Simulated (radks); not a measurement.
The numbers below are computed, except where a source is named.
Problem. These are the eigenvalues of the occupied orbitals of an atom or ion with whole-number occupations (hartree). Level of theory: scalar-relativistic Kohn-Sham, LB94 model potential, spin-polarised, spherical densities, finite nucleus; Fermi nuclear charge, rms radius of each element as measured or else 0.836 A^(1/3) + 0.57 fm (a radial shooting solver on a logarithmic mesh with Libxc functionals).

1s: -2570.399
2s: -451.2719
2p: -396.0504
3s: -110.5454
3p: -94.17068
3d: -75.28524
4s: -29.24880
4p: -23.89759
4d: -17.09195
5s: -10.71157
4f: -9.48733

Which element is it, and in what charge state? The configuration may be excited. Open shells, if any, are filled with parallel spins first.

Solution. Z = 74, tungsten, charge +12: W12+ in [Kr] 4d10 4f14 5s2. The list shows which subshells hold electrons but not how many an open one holds; the 1s level, -2570.4 hartree, gives Z - s = 71.7 by -(Z - s)^2/2, which with screening and relativity narrows Z to a few neighbours, and the depths of the outer levels then fix element, charge and occupations together.
